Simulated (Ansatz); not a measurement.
Start from `[SiH3]C[SeH]` and change one element to get `[SiH3]CS`.

Ansatz, PBE0-D4/def2-TZVP geometries, multiplicity 1. Each molecule was computed in one conformer, which needn't be the lowest.

Scalar relativity is left out up to krypton.

| property | `[SiH3]C[SeH]` |
| --- | --- |
| LUMO energy (B3LYP/def2-TZVPP) / eV | -0.52 |
| HOMO energy (PBE0/def2-TZVPP) / eV | -6.60 |
| size of the dipole moment (B3LYP/def2-TZVPP) / D | 0.99 |
| HOMO–LUMO gap (B3LYP/def2-TZVPP) / eV | 5.86 |
| HOMO energy (PBE/def2-TZVPP) / eV | -5.46 |
| size of the dipole moment (PBE/def2-TZVPP) / D | 0.95 |

**Question.** Give the same properties after the change, and the shifts. (An estimate is asked.)

**Answer.** Computed: 
| property | `[SiH3]CS` | shift |
| --- | --- | --- |
| LUMO energy (B3LYP/def2-TZVPP) / eV | -0.23 | 0.29 |
| HOMO energy (PBE0/def2-TZVPP) / eV | -6.84 | -0.24 |
| size of the dipole moment (B3LYP/def2-TZVPP) / D | 1.10 | 0.11 |
| HOMO–LUMO gap (B3LYP/def2-TZVPP) / eV | 6.38 | 0.52 |
| HOMO energy (PBE/def2-TZVPP) / eV | -5.62 | -0.16 |
| size of the dipole moment (PBE/def2-TZVPP) / D | 1.06 | 0.11 |

With PBE0 the HOMO falls by 0.24 eV and the LUMO rises by 0.29 eV, so the gap widens by about 0.53 eV. PBE moves the HOMO by -0.16 eV and ωB97M-V by -0.26 eV. Dipoles are sizes alone; their direction can turn.

B3LYP here is the variant with VWN-RPA as its local correlation; programs differ in this.

Spin–orbit coupling is left out; it splits and shifts lone-pair levels of the heavy atoms by tenths of an eV.
